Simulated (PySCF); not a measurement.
Compound: [WO3Cl]- (charge -1 and singlet state).
Bonds: W1–O2, W1–O3, W1–O4, W1–Cl5.

Computed with PBE0-D3(BJ)/def2-SVP geometry optimisation, gas phase, def2 core potentials past Kr in PySCF 2.14.0.

How far are the bound atoms from W1?

4 atoms: O3 1.739 Å, O4 1.739 Å, O2 1.739 Å, Cl5 2.356 Å.

List the angles at W1.

```json
{"angle": "O2–W1–Cl5", "degrees": "110.1", "distance of the outer atoms (Å)": "3.37"}
{"angle": "O3–W1–Cl5", "degrees": "109.8", "distance of the outer atoms (Å)": "3.37"}
{"angle": "O4–W1–Cl5", "degrees": "109.7", "distance of the outer atoms (Å)": "3.37"}
{"angle": "O3–W1–O4", "degrees": "109.1", "distance of the outer atoms (Å)": "2.83"}
{"angle": "O2–W1–O4", "degrees": "109.1", "distance of the outer atoms (Å)": "2.83"}
{"angle": "O2–W1–O3", "degrees": "109.1", "distance of the outer atoms (Å)": "2.83"}
```

What is the shape at W1?

Tetrahedral: angles from 109.1° to 110.1°; τ4 = (360° − α − β)/141° = 0.99 with α and β the two widest (0 for a square, 1 for a tetrahedron).

What are the rotational constants (commonest isotopes, rigid rotor)?

A = 3937, B = 1913, C = 1913 MHz: a prolate symmetric top.

Point group: C3v (every atom within 0.08 Å of its image). Charge -1, singlet. PBE0-D3(BJ)/def2-SVP frequencies: not computed here.
